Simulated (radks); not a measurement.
Initial-state core-level shifts of the vanadium ion V+ when its valence configuration changes from [Ar] 3d4. Calculated with a radial shooting solver on a logarithmic mesh with Libxc functionals: non-relativistic Kohn-Sham, PBE, spin-polarised, spherical densities, point nucleus; open shells are filled with parallel spins first. Shifts are changes of the shell-averaged eigenvalues in eV (positive: less bound); the change of the density at the nucleus, which sets a Mossbauer isomer shift, is in e/bohr^3, on a base of 8180.

| valence | 1s | 2s | 2p | 3s | density at nucleus |
|---|---|---|---|---|---|
| 3d3 4s1 | -4.995 | -5.728 | -5.658 | -5.039 | +5.2298 |
| 3d3 4p1 | -6.216 | -6.892 | -6.823 | -6.261 | +0.9181 |
| 3d3.5 4p0.5 | -2.925 | -3.225 | -3.194 | -2.981 | +0.3841 |
| 3d3.5 4s0.5 | -2.317 | -2.653 | -2.620 | -2.370 | +2.4072 |
| 3d2 4p2 | -13.711 | -15.362 | -15.201 | -13.454 | +2.4494 |
| 3d2 4s1 4p1 | -12.539 | -14.218 | -14.059 | -12.294 | +7.4274 |
| 3d2 4s2 | -11.518 | -13.174 | -13.021 | -11.293 | +11.7246 |
| 3d1 4s2 4p1 | -20.367 | -23.236 | -22.980 | -19.355 | +15.7397 |
| 3d2.5 4p1.5 | -9.822 | -10.949 | -10.837 | -9.768 | +1.6064 |
